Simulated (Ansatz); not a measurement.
H8O2Si3, singlet, at a GFN2-xTB geometry; MP2/6-311+G(2d,p) run with Ansatz (an electronic-structure program).

Input for Ansatz:
Ansatz 0.2 input:
```yaml
crystal:
  periodic: [false, false, false]
  atoms:
    - {symbol: Si, position_ang: [0.06565165, -1.17417559, 0.84924763]}
    - {symbol: O, position_ang: [1.34282065, -0.28757081, 0.40784256]}
    - {symbol: Si, position_ang: [2.00875924, 0.93139295, -0.42584135]}
    - {symbol: O, position_ang: [-1.29593142, -0.57369214, 0.21847403]}
    - {symbol: Si, position_ang: [-2.09078672, 0.54449362, -0.64290855]}
    - {symbol: H, position_ang: [-0.04172910, -1.05996020, 2.29502372]}
    - {symbol: H, position_ang: [0.24140107, -2.49973660, 0.27744332]}
    - {symbol: H, position_ang: [1.95495266, 0.60191321, -1.85061796]}
    - {symbol: H, position_ang: [1.26856424, 2.16331433, -0.14982578]}
    - {symbol: H, position_ang: [3.37591847, 0.97328513, 0.08621948]}
    - {symbol: H, position_ang: [-2.06669093, 1.80557210, 0.09897755]}
    - {symbol: H, position_ang: [-1.44267566, 0.69689394, -1.94607363]}
    - {symbol: H, position_ang: [-3.43559296, -0.01513194, -0.74864760]}
basis:
  gaussian:
    orbitals: 6-311+G_2d_p_.json
magnetization: {spin_polarized: false}
correlation: {method: mp2}
```
The basis file holds 6-311+G(2d,p) in the JSON format of the Basis Set Exchange.

Q: What does Ansatz print? Leave out banner, timings and long lists.

A: 
```
Functional definition: HF
1627 factors; integrals over basis functions are off by at most 1.3e-3 eV
mean field evaluation 1: about -27789.1310 eV, gradient 5.3e1 eV
mean field evaluation 2: about -27789.1908 eV, gradient 5.3e1 eV
mean field evaluation 4: about -27794.7739 eV, gradient 3.9e0 eV
mean field evaluation 8: about -27794.8356 eV, gradient 7.7e-2 eV
mean field -27794.83567905 eV, -1021.4413711890 hartree, gradient 1.5e-6 eV, S^2 0.000000; 0 other end points of the search recorded, 0 dependent functions left out
17 core orbitals not correlated
reference -27794.83567905 eV, -1021.4413711890 hartree; 16, 16 occupied and 174, 174 virtual orbitals, 1627 factors
second order -20.39276996 eV of doubles, -0.00000000 eV of singles
Total energy: -27815.22844901 eV, -1022.1907916622 hartree
```
